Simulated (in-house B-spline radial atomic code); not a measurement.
**Ionising Sb2+ with different functionals**

Computed with an all-electron radial atomic-structure program (B-spline basis): four-component Dirac-Coulomb Hamiltonian, Fermi nucleus of rms radius 4.6802 fm, spin-restricted, spherical fractional occupations for the functionals, and exact exchange of hybrids averaged over the configuration. The ionisation energy is the difference of two self-consistent energies, [Kr] 4d10 5s2 5p1 → [Kr] 4d10 5s2, without Breit or QED terms; ε is the level of the shell that loses the electron (mean over j). The electron is taken from both j subshells in proportion to 2j + 1, so the result is a j average, not the step between ground levels.

```tsv
method	rung	ΔSCF (eV)	-ε(5p) (eV)
PBE0	global hybrid	24.54	21.36
B97-1	global hybrid	24.46	21.08
LC-wPBE	range-separated hybrid	24.68	24.15
wB97X	range-separated hybrid	24.72	23.89
```

(1) Among the functionals, which spreads more, the ΔSCF values or the orbital energies?

(2) How do they compare with the NIST value?

## Answers

(1) The orbital energies: ΔSCF values span about 0.26 eV and the orbital energies 3.08 eV; here energy differences depend much less on the functional than eigenvalues do.

(2) NIST lists 25.323 eV (measured, ground level to ground level). Errors run from -0.87 to -0.61 eV. The correlated functionals all miss on the same side by more than they spread, so the cause is common to them (Breit-QED terms, spin polarisation, the choice among j levels, multiplet and fine-structure energies, or a listed next ion that isn't the cheapest removal here) and closeness doesn't rank the functionals.
